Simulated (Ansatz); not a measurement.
System: C3H10O2Si, charge 0, multiplicity 1. SMILES: OCCC[SiH2]O
Geometry from a B3LYP-D3(BJ)/def2-TZVP (Ansatz, a first-principles code) optimisation:
```xyz
16

O      2.9185     0.4597     0.3388
C      1.6296     0.2461    -0.2356
C      0.9618    -0.8778     0.5344
C     -0.4104    -1.2720    -0.0325
Si    -1.7891    -0.0261     0.1528
O     -1.4746     1.2576    -0.8513
H      3.3356     1.2029    -0.1077
H      1.0244     1.1571    -0.1874
H      1.7183    -0.0339    -1.2936
H      1.6327    -1.7407     0.5193
H      0.8677    -0.5753     1.5809
H     -0.3235    -1.5397    -1.0912
H     -0.7612    -2.1787     0.4730
H     -1.8813     0.4335     1.5644
H     -3.0889    -0.6510    -0.2085
H     -2.1133     1.9735    -0.8865
```

Quantity: atomisation energy (electronic, to ground-state atoms), in kcal/mol. Cores are frozen in the correlated levels unless marked. Open shells are spin-unrestricted. Spin-orbit coupling is left out. No relativistic terms. The coupled-cluster limit lacks core correlation, which all-electron functionals hold. CBS(X,Y): correlation extrapolated as X^-3; Hartree-Fock from the larger set.

```tsv
level	program	atomisation energy (kcal/mol)
r2SCAN-D3(BJ)/def2-TZVPD	Ansatz + dftd3	1449.3
B3LYP/def2-TZVPD	Ansatz	1433.9
PBE0/def2-SVP	Ansatz	(withheld)
r2SCANh-D4/def2-TZVPD	Ansatz + dftd4	1441.2
r2SCAN0/def2-TZVPD	Ansatz	1427.8
CAM-B3LYP-D4/def2-TZVPD	Ansatz + dftd4	1454.7
LC-wPBE-D3(BJ)/def2-TZVPD	Ansatz + dftd3	1450.3
wB97X/def2-TZVPD	Ansatz	1446.6
RPA@PBE/cc-pV(Q+d)Z	Ansatz	1376.9
CCSD(T) with core electrons (1s frozen past Ne)/cc-pwCVTZ	Ansatz	(withheld)
CCSD(T)/CBS(cc-pV(T+d)Z,cc-pV(Q+d)Z)	Ansatz	(withheld)
```

Complete the blanks.


- PBE0/def2-SVP, atomisation energy (kcal/mol): 1443.5
- CCSD(T) with core electrons (1s frozen past Ne)/cc-pwCVTZ, atomisation energy (kcal/mol): 1421.4
- CCSD(T)/CBS(cc-pV(T+d)Z,cc-pV(Q+d)Z), atomisation energy (kcal/mol): 1452.9
